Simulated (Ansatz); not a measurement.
A structure relaxed at PBE0-D4/def2-TZVP, charge 0, multiplicity 1:

```json
{"atom": "C1", "x (Å)": "1.542", "y (Å)": "0.948", "z (Å)": "1.084"}
{"atom": "C2", "x (Å)": "0.599", "y (Å)": "0.407", "z (Å)": "0.029"}
{"atom": "S3", "x (Å)": "-0.718", "y (Å)": "-0.576", "z (Å)": "0.829"}
{"atom": "Si4", "x (Å)": "-1.813", "y (Å)": "-1.151", "z (Å)": "-0.897"}
{"atom": "H5", "x (Å)": "1.013", "y (Å)": "1.592", "z (Å)": "1.789"}
{"atom": "H6", "x (Å)": "2.335", "y (Å)": "1.535", "z (Å)": "0.614"}
{"atom": "H7", "x (Å)": "2.007", "y (Å)": "0.137", "z (Å)": "1.648"}
{"atom": "H8", "x (Å)": "1.134", "y (Å)": "-0.234", "z (Å)": "-0.676"}
{"atom": "H9", "x (Å)": "0.137", "y (Å)": "1.222", "z (Å)": "-0.532"}
{"atom": "H10", "x (Å)": "-2.946", "y (Å)": "-1.981", "z (Å)": "-0.420"}
{"atom": "H11", "x (Å)": "-2.325", "y (Å)": "0.038", "z (Å)": "-1.632"}
{"atom": "H12", "x (Å)": "-0.965", "y (Å)": "-1.936", "z (Å)": "-1.835"}
```

Question: Give its formula and SMILES.

Answer: C2H8SSi, `CCS[SiH3]`.

Question: Point group (tolerance 0.08 Å, 0.16 Å for H)?

Answer: Cs.

Question: Summarise the bond lengths by kind.

Answer: 1 × C–C 1.515 Å; 5 × C–H 1.092 to 1.093 Å; 1 × C–S 1.827 Å; 1 × S–Si 2.123 Å; 3 × H–Si 1.483 to 1.488 Å.

Computed with Ansatz.
